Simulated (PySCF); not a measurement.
Species: C3H10OSi2 (charge -1 and doublet state).
Cartesian coordinates in Å at the GFN2-xTB level; atoms count from 1:
```xyz
16
C3H10OSi2 angstrom
C      2.1886    1.1729   -0.7045
C      1.6556    0.3535    0.2822
Si     0.3322   -0.8743    0.0573
C     -0.2515   -1.5738    1.7358
O     -1.0542   -0.1919   -0.6720
Si    -2.0063    0.9719   -1.1533
H      3.0478    1.8047   -0.5266
H      1.6970    1.2829   -1.6583
H      2.2403    0.2960    1.2000
H      0.3062   -2.0637   -0.8752
H      0.3506   -1.1973    2.5576
H     -1.2863   -1.3048    1.9343
H     -0.1878   -2.6600    1.7581
H     -3.2685    0.3594   -1.6203
H     -1.4291    1.7325   -2.2720
H     -2.3422    1.9010   -0.0545
```

The hyperfine couplings belong to this conformer and change with its torsions.

Identity: `[CH2-][CH][Si@@H](C)O[SiH3]` [radical] (charge -1).

Theory: UKS B3LYP, pcH-1 on C H O Si, non-relativistic, mean-field spin-orbit, GIAO (PySCF). Whether the extra electron is bound in the gas phase wasn't checked; a finite basis holds it in any case. Couplings are sensitive to structure, and on GFN2-xTB geometries they can be far from those on DFT ones, by a factor of two or more for some ions and for spin on atoms past the first row. Stability of the SCF solution: not tested.

Question: Give the principal g shifts and their parts.

Answer: 
```tsv
Δg (ppm)	1	2	3
relativistic mass correction	-123	-123	-123
gauge correction	11	17	38
orbital Zeeman/spin–orbit	-105	679	1018
total	-218	573	934
```

So g = 2.00210, 2.00289, 2.00325 and g_iso = 2.00275; the tensor is rhombic: the two nearest values differ by 31 % of g3 − g1. Axes: g3 points within 8° of the C1–C2 bond.

Question: How much does each term add to the isotropic shift?

Answer: The orbital-Zeeman/spin–orbit term 531, the mass correction -123 and the gauge correction 22 ppm, for a total of 430 ppm. The orbital-Zeeman/spin–orbit term is the largest in size. The mass correction is the same along every axis, so the anisotropy comes from the other two: their spans along these axes are 28 (gauge) and 1124 ppm (orbital Zeeman/spin–orbit).

Question: What effective moment and Curie constant follow for a powder?

Answer: With the mean of g² = 4.0110 and S(S+1) = 0.75: μ_eff = √(⟨g²⟩S(S+1)) = 1.734 μB and χT = 0.12505·⟨g²⟩·S(S+1) = 0.376 cm³ K/mol (cgs; spin-Hamiltonian part alone).

Question: In a frozen sample, at which fields do the three g values resonate at 9.5, 34, 94 and 263 GHz (hyperfine left aside), and which band first spreads them over more than twice a line width of 0.3 mT?

Answer: 
```csv
band,GHz,B(g3) mT,B(g2) mT,B(g1) mT,spread mT
X,9.5,338.83,338.89,339.02,0.19
Q,34.0,1212.64,1212.86,1213.34,0.70
W,94.0,3352.59,3353.19,3354.52,1.93
J,263.0,9380.12,9381.81,9385.51,5.39
```

The spread grows in proportion to the frequency. Q band is the first where it exceeds 0.6 mT.

The Mulliken spin populations are largest on C1 (+0.60), Si3 (+0.25) and C2 (+0.14). The angles at C1 add up to 359.7°, so it is planar.

The HOMO–LUMO gaps are 1.99 eV among the α and 5.65 eV among the β orbitals.

Time: 2.3 min (grids of density and orbitals included); peak memory 0.97 GiB. Hardware: an Arm Neoverse N1 with one thread, no GPU, shared host.

The SMILES draws the unpaired electron on C2; the largest computed Mulliken spin population is on C1 (0.60 against 0.14).
